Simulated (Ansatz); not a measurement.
Basis sets compared for `O[Si](O)(O)CCC(F)(F)C(F)(F)C(F)(F)C(F)(F)C(F)(F)C(F)(F)F`. The state is a singlet with charge 0. Geometry PBE-D4/def2-SVP. Ansatz on 2 threads of AMD EPYC 7R13 on a shared host and a share (18 GiB) of an NVIDIA H100 80GB HBM3; times are rough, and most runs start from earlier orbitals.

```xyz
32

O    -0.3459   -3.0378   -1.0803
Si    0.9340   -3.5457   -0.1262
O     0.8356   -5.1641    0.2638
O     2.3422   -3.3268   -1.0079
C     0.9995   -2.6945    1.5585
C     1.6407   -1.3018    1.6270
C     1.0829   -0.1993    0.7373
F     1.8445    0.9235    0.9139
F     1.1698   -0.5447   -0.5927
C    -0.3938    0.2120    1.0123
F    -0.4818    0.6773    2.2776
F    -1.1869   -0.9086    0.9202
C    -1.0788    1.2417    0.0399
F    -1.2204    0.6460   -1.1698
F    -2.3113    1.4714    0.5620
C    -0.3654    2.6133   -0.1667
F     0.6928    2.4333   -0.9894
F     0.0683    3.0648    1.0363
C    -1.2474    3.7700   -0.7639
F    -2.1848    4.1240    0.1431
F    -0.4035    4.8147   -0.9540
C    -1.9619    3.5001   -2.1242
F    -2.4642    4.6557   -2.5834
F    -2.9695    2.6271   -1.9642
F    -1.0948    3.0131   -3.0252
H    -0.9591   -2.4219   -0.6433
H     0.8312   -5.7641   -0.5015
H     2.2975   -2.5463   -1.5891
H     1.6094   -3.3764    2.1879
H    -0.0105   -2.6980    2.0154
H     1.6235   -0.8974    2.6601
H     2.7080   -1.3605    1.3264
```

Single mean-field runs in def2-TZVP are fitted with def2-universal-jkfit.

Binding counts from free atoms (O triplet, Si triplet, C triplet, F doublet, H doublet) in the same basis, without a counterpoise term.

```
           level  functions  energy (Eh)  HOMO (eV)  LUMO (eV)  binding per atom (eV)  wall time
       HF/STO-3G        136   -2085.0504      -9.23      10.90                   2.97      7.5 s
        HF/6-31G        243   -2112.6641     -12.70       3.62                   2.46      7.5 s
 PBE-D4/def2-SVP        389   -2118.9320      -6.80      -0.87                   4.72        8 s
PBE0-D4/def2-SVP        389   -2118.9617      -8.58       0.10                   4.52      9.5 s
```

Q: Estimate the rows for PBE-D4/def2-TZVP (with forces), PBE0-D4/def2-TZVP.

A: 
```json
{"level": "PBE-D4/def2-TZVP (with forces)", "functions": "823", "energy (Eh)": "-2121.2274", "HOMO (eV)": "-7.22", "LUMO (eV)": "-1.26", "binding per atom (eV)": "4.60", "wall time": "6.5 s"}
{"level": "PBE0-D4/def2-TZVP", "functions": "823", "energy (Eh)": "-2121.2522", "HOMO (eV)": "-8.80", "LUMO (eV)": "-0.17", "binding per atom (eV)": "4.43", "wall time": "8 s"}
```
